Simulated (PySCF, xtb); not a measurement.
CH6AlClO2Si, SMILES [OH][Al]([OH])[CH2][SiH2]Cl. The values are those of a single conformer.

Harmonic wavenumbers (cm⁻¹) from GFN2-xTB run with xtb at its own minimum, in rising order: 26, 41, 64, 129, 160, 216, 218, 261, 341, 418, 420, 433, 479, 558, 562, 614, 700, 762, 784, 810, 922, 954, 1025, 1418, 2232, 2252, 2936, 2952, 3786, 3792.

Problem. What does PySCF with PBE-D3(BJ)/def2-SVP give at its own minimum? (Estimate from the structure and the level; the computed values follow.)

Solution. 19, 37, 78, 155, 190, 233, 271, 280, 354, 449, 497, 526, 574, 579, 622, 738, 748, 803, 844, 902, 918, 946, 960, 1314, 2167, 2173, 2992, 3067, 3828, 3831. Paired by order, the mean absolute difference is 50 cm⁻¹ and the zero-point energies are 43.3 and 44.5 kcal/mol.
